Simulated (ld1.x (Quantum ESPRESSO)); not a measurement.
## Mg: excitation energies, all-electron against TM semilocal

Mg, norm-conserving Troullier–Martins (semilocal form), made with ld1.x (Quantum ESPRESSO) 7.5 (PBEsol, scalar-relativistic). Core [He], reference 2s2 2p6 3s1.5 3p0 (charge +0.5). Waves: 2s (bound): rc 1.10 bohr; 3d channel at -0.15 Ry: rc 0.95 bohr; 2p (bound): rc 0.90 bohr. Local part: the p channel. Core correction: none.

Occupied shells without a wave of their own: 3s. They enter only through the test configuration that unscreens the potential.

Energies are relative to the spin-unpolarised reference configuration 2s2 2p6 3s1.5 3p0; without spin polarisation the order of configurations can differ from experiment.

```csv
valence configuration,charge,ΔE all-electron (eV),error AE − PS (meV)
2s2 2p6 3s2 3p0,0,-3.129,+77
2s2 2p6 3s1 3p0,+1,4.792,-107
2s2 2p6 3s0 3p0,+2,19.608,-443
2s2 2p5 3s2 3p0,+1,55.326,+368
2s2 2p6 3s0 3p1,+1,9.101,-387
```

(1) What are ΔE and the potential's error for 2s2 2p6 3s1 3p1?

(2) What are ΔE and the potential's error for 2s1 2p6 3s2 3p0?

Levels in the configuration 2s2 2p5 3s2 3p0:

```csv
level,all-electron (eV),pseudo (eV)
2s,-103.756,-103.543
2p,-71.109,-70.531
3s,-14.168,-14.495
```

Results:

(1) ΔE = 0.345 eV all-electron; the error (AE − PS) is -104 meV.

(2) ΔE = 88.069 eV all-electron; the error (AE − PS) is +133 meV.

The 3s level has no wave, so the channel is fitted at the deeper level alone: the likely source of the large errors.
